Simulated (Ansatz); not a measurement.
Ideal-gas functions of AuBrH$_{3}$N, SMILES `[NH3+][Au-][Br]` at 800 K and 1 bar, from an Ansatz frequency run at PBE0-D4/def2-TZVP.

Molar mass 293.9 g/mol, point group C3v (symmetry number 3), electronic degeneracy 1, moments of inertia 2.716, 447.449, 447.449 u Å². Harmonic wavenumbers (cm⁻¹, unscaled): 114, 114, 258, 438, 676, 676, 1242, 1657, 1657, 3493, 3601, 3601.

Use S(trans) = R[1.5 ln M + 2.5 ln T − 1.1517]; rotational temperatures θ = 24.2544 K / I; S(rot) = R[ln(√π/σ · √(T³/θAθBθC)) + 1.5]; for each mode x = 1.438777 ν̃/T, S = R[x/(eˣ − 1) − ln(1 − e⁻ˣ)] and H = RT x/(eˣ − 1); 1 cm⁻¹ = 0.0119627 kJ/mol; R = 8.31446 J/(mol·K).

Q: By hand: the entropy, in J/(mol·K).

A: Translation 200.3. Rotation: θ = 8.9302, 0.0542, 0.0542 K, giving 106.6. Vibration, mode by mode: 21.50, 21.50, 14.77, 10.51, 7.18, 7.18, 3.17, 1.76, 1.76, 0.11, 0.10, 0.10, in all 89.7. Electronic 0.0. Sum 396.6 J/(mol·K).

Q: By hand: H − E and G − E in kJ/mol, counted from the electronic energy.

A: Zero-point energy ½ × 17527 × 0.0119627 = 104.8; thermal vibration 32.5; translation, rotation and pV give 4 RT = 26.6. H − E = 163.9 kJ/mol, and G − E = 163.9 − 800 × 396.6/1000 = -153.4 kJ/mol.

Vibration gives 23 % of the entropy, 43.0 J/(mol·K) of it from the modes under 150 cm⁻¹: soft modes count most, and the harmonic formula is weakest for them. The sum counts one conformer and one mirror image; others add a mixing term.
